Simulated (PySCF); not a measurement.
InH2(CH2SiH3), CH7InSi.
Geometry (PBE0-D3(BJ)/def2-SVP, Å), atoms numbered from 1 in this order:
```
atom  x, y, z in Å
In1    0.9310    1.5430   -0.6785
H2     2.6640    1.5288   -0.6173
H3     0.0297    3.0244   -0.6974
C4    -0.1435   -0.3462   -0.7374
Si5   -0.6013   -1.0013    0.9543
H6    -1.0624   -0.1971   -1.3279
H7     0.4893   -1.0866   -1.2535
H8     0.6263   -1.2093    1.7884
H9    -1.4758   -0.0249    1.6804
H10   -1.3326   -2.3078    0.8933
```

Computed, not measured: PBE0-D3(BJ)/def2-SVP geometry optimisation, gas phase, def2 core potentials past Kr in PySCF.

**Question.** Which atoms are bound to In1, and at what distances?

**Answer.** 3 atoms: H2 1.734 Å, H3 1.734 Å, C4 2.174 Å. The nearest atom not counted as bound is H6, at 2.72 Å (others tie with it).

**Question.** List the angles at In1.

**Answer.** 
```json
{"angle": "H2–In1–H3", "degrees": "121.8", "distance of the outer atoms (Å)": "3.03"}
{"angle": "H2–In1–C4", "degrees": "119.2", "distance of the outer atoms (Å)": "3.38"}
{"angle": "H3–In1–C4", "degrees": "119.0", "distance of the outer atoms (Å)": "3.38"}
```

**Question.** What is the shape at In1?

**Answer.** Planar: angles 121.8°, 119.2° and 119.0°, sum 360.0°, 0.00 Å off the plane of its three neighbours.

**Question.** What are the other bond lengths?

**Answer.** C4–Si5 1.871 Å; C4–H6, C4–H7 1.102 Å; Si5–H8, Si5–H9, Si5–H10 1.499 Å.

**Question.** Give some angles away from the centre.

**Answer.** In1–C4–Si5 113.6°.

**Question.** What are the rotational constants (commonest isotopes, rigid rotor)?

**Answer.** A = 16876, B = 1574, C = 1519 MHz: a near-prolate asymmetric top.

Point group: Cs (tolerance 0.08 Å). Charge 0, singlet. PBE0-D3(BJ)/def2-SVP frequencies: not computed here.

One conformer stands for the species.
